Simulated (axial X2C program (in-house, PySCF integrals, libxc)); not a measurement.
**AlAu: cheaper levels and CCSD(T), 2c**

Computed with an in-house relativistic program for diatomic molecules. Two-component (2c) means X2C with spin–orbit coupling and atomic mean-field two-electron Coulomb and Gaunt terms. Basis: Au dyall-cv3z [13s14p9d6f4g], Al dyall-v3z [8s8p2d1f] (cores contracted in-house); Gaussian nuclei, density fitting, unrestricted open shells. Masses: Au 196.967 u, Al 26.982 u.

State: Ω = 0 (closed shell); fragments Au + Al.

```tsv
level	Re (Å)	ωe (cm⁻¹)	De (eV)
PBE0	2.365	322.5	3.28
HF	2.454	274.1	1.57
MP2	2.327	350.6	3.68
CCSD	2.376	319.7	3.28
TPSSh	2.363	327.6	3.39
```

Correlated methods: 14 electrons correlated (number of frozen shells: Au 5 s, 4 p, 2 d, 1 f; Al 2 s, 1 p), 260 virtual spin orbitals or spinors in MP2, 90 natural virtuals in coupled cluster.

CCSD(T), same Hamiltonian and basis:

Re = 2.368 Å, ωe = 326.8 cm⁻¹; T1 = 0.026 (Lee–Taylor normalisation).

(1) Give the differences from CCSD(T) in the columns below.

One determinant describes the state; a PBE0 search over occupations chose it and may have missed a lower one. The closed shell is kept restricted, so the energy runs too high when the bond is stretched far. Dissociation energies refer to the lowest single-determinant-based atoms at the same level and basis. De is not given where an atomic determinant may have missed its ground term or J level, or where the truncated virtual space spoils (T). Coupled cluster ran in a truncated set of natural virtual spinors; the MP2 energy of the rest was added. (T) has no such correction and the atoms are truncated less, which lowers De at CCSD(T) by a hundredth of an eV or more. The 2c atoms are single determinants rather than J levels; their spin–orbit lowering is only partly caught, and De is too large by that part. This holds for PBE0, MP2, CCSD, TPSSh. Without a current term, density functionals place determinants with orbital angular momentum somewhat too high. The T1 diagnostic is large, a sign of multireference character.

## Answers

(1) 

```
level  ΔRe (Å)  Δωe (cm⁻¹)
 PBE0   -0.003          -4
   HF    0.086         -53
  MP2   -0.041          24
 CCSD    0.008          -7
TPSSh   -0.005           1
```
